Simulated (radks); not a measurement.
Coulomb parameter of the 4f shell of the samarium ion Sm+ in the model configuration [Xe] 4f4.5 5d1.5 6s1, as a second difference U = [E(n + 0.25) + E(n - 0.25) - 2 E(n)] / (0.25)^2 with all orbitals relaxed. "Bare": the charge of the atom changes with n. "Screened": the 5d shell takes up the change at fixed total charge, which measures U(4f,4f) + U(5d,5d) - 2 U(4f,5d). Method: scalar-relativistic Kohn-Sham, PBE, spin-unpolarised, spherical densities, finite nucleus; Fermi nuclear charge, rms radius 5.0819 fm; computed with a radial shooting solver on a logarithmic mesh with Libxc functionals.

\begin{tabular}{lrr}
case & configuration & E - E(n) (eV) \\ \hline
start & [Xe] 4f4.5 5d1.5 6s1 & 0.000 \\
bare +0.25 & [Xe] 4f4.75 5d1.5 6s1 & -3.863 \\
bare -0.25 & [Xe] 4f4.25 5d1.5 6s1 & 4.844 \\
screened +0.25 & [Xe] 4f4.75 5d1.25 6s1 & -1.892 \\
screened -0.25 & [Xe] 4f4.25 5d1.75 6s1 & 2.219 \\
\end{tabular}

U(bare) = 15.686 eV, U(screened by 5d) = 5.238 eV, against the Slater integral F0(4f,4f) = 28.428 eV with frozen orbitals.
